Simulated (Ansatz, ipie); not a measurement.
HF (SMILES F), multiplicity 1, with the F1–H2 bond stretched and the rest rigid; cc-pVDZ, all electrons correlated; total energies in hartree.
Geometry at rest (charge 0, multiplicity 1):
```json
[
 {"atom": "F", "x (Å)": "0.0000", "y (Å)": "0.0000", "z (Å)": "-0.0924"},
 {"atom": "H", "x (Å)": "0.0000", "y (Å)": "0.0000", "z (Å)": "0.8320"}
]
```

Phaseless AFQMC takes the named determinant as trial and start, 200 walkers, a time step of 0.005 inverse hartree and 600 blocks of 25 steps, of which the first fifth is dropped; its bars are rough statistical errors and leave out the phaseless and time-step bias. At long bonds its restricted trial need not be the state that the restricted coupled-cluster runs follow.

The values were computed with Ansatz (Gaussian orbitals); ipie for AFQMC. 

```json
[
 {"level": "R-MP2", "R = 0.92 Å": "-100.2232", "R = 1.20 Å": "-100.1745", "R = 1.48 Å": "-100.1058", "R = 1.85 Å": "-100.0360", "R = 2.40 Å": "-99.9854"},
 {"level": "U-MP2", "R = 0.92 Å": "-100.2232", "R = 1.20 Å": "-100.1745", "R = 1.48 Å": "-100.0727", "R = 1.85 Å": "-100.0286", "R = 2.40 Å": "-100.0186"},
 {"level": "R-CCSD", "R = 0.92 Å": "-100.2281", "R = 1.20 Å": "-100.1798", "R = 1.48 Å": "-100.1142", "R = 1.85 Å": "-100.0533", "R = 2.40 Å": "-100.0161"},
 {"level": "U-CCSD", "R = 0.92 Å": "-100.2281", "R = 1.20 Å": "-100.1798", "R = 1.48 Å": "-100.1132", "R = 1.85 Å": "-100.0521", "R = 2.40 Å": "-100.0298"},
 {"level": "R-CCSD(T)", "R = 0.92 Å": "-100.2301", "R = 1.20 Å": "-100.1826", "R = 1.48 Å": "-100.1188", "R = 1.85 Å": "-100.0636", "R = 2.40 Å": "-100.0441"},
 {"level": "U-CCSD(T)", "R = 0.92 Å": "-100.2301", "R = 1.20 Å": "-100.1826", "R = 1.48 Å": "-100.1177", "R = 1.85 Å": "-100.0587", "R = 2.40 Å": "-100.0310"},
 {"level": "R-CCSDT", "R = 0.92 Å": "-100.2302", "R = 1.20 Å": "-100.1828", "R = 1.48 Å": "-100.1189", "R = 1.85 Å": "-100.0626", "R = 2.40 Å": "-100.0335"},
 {"level": "R-CCSDT(Q)", "R = 0.92 Å": "-100.2306", "R = 1.20 Å": "-100.1834", "R = 1.48 Å": "-100.1198", "R = 1.85 Å": "-100.0640", "R = 2.40 Å": "-100.0352"},
 {"level": "AFQMC@RHF", "R = 0.92 Å": "-", "R = 1.20 Å": "-", "R = 1.48 Å": "-100.1232 ± 0.0030", "R = 1.85 Å": "-100.0493 ± 0.0029", "R = 2.40 Å": "-99.9743 ± 0.0058"},
 {"level": "AFQMC@UHF", "R = 0.92 Å": "-100.2290 ± 0.0014", "R = 1.20 Å": "-100.1824 ± 0.0018", "R = 1.48 Å": "-100.1167 ± 0.0013", "R = 1.85 Å": "-100.0601 ± 0.0010", "R = 2.40 Å": "-100.0346 ± 0.0009"}
]
```

AFQMC runs whose block means still drift are left out.

Doubts at one or more of the structures used: a spin-contaminated determinant (U-MP2/cc-pVDZ, U-CCSD/cc-pVDZ, U-CCSD(T)/cc-pVDZ); other coupled-cluster roots lie near (R-CCSD/cc-pVDZ, R-CCSD(T)/cc-pVDZ, R-CCSDT/cc-pVDZ, R-CCSDT(Q)/cc-pVDZ); T1 above 0.05 (R-CCSD/cc-pVDZ, U-CCSD/cc-pVDZ, R-CCSD(T)/cc-pVDZ, U-CCSD(T)/cc-pVDZ, R-CCSDT/cc-pVDZ, R-CCSDT(Q)/cc-pVDZ); the program's own flag: other amplitudes (U-CCSD/cc-pVDZ, U-CCSD(T)/cc-pVDZ).

Ansatz is an electronic-structure program.
